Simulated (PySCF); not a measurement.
## Ionisation energy of I⁴²⁺ by level of theory

I⁴²⁺ [Ne] 3s1 [3s1/2^1, M_J = 1/2] → I⁴³⁺ [Ne], as a difference of total energies. All numbers are calculated (PySCF 2.14, the two-component X2C-1e Hamiltonian, in an even-tempered Gaussian basis (18 s from 9.4 bohr⁻², ratio 2.4; 14 p from 12 bohr⁻², ratio 2.4; 4 d from 39 bohr⁻², ratio 2.6; 4 f from 59 bohr⁻², ratio 2.6)). Correlated levels: 1s2 frozen; the 54 highest virtual spinors dropped. "Screened" scales the spin-orbit matrix elements by Boettger's factors to mimic the two-electron term; Breit and QED terms are absent.

```csv
method,ionisation energy (eV)
GHF (spin-free),3185.7
GMP2 (spin-free),3186.4
GHF (screened spin-orbit),3185.6
GMP2 (screened spin-orbit),3186.3
```

Breit and QED terms and the two-electron picture change are absent.

For comparison: 3185.5 ± 0.5 eV (semi-empirical (NIST evaluation); NIST Atomic Spectra Database, ionization energies).
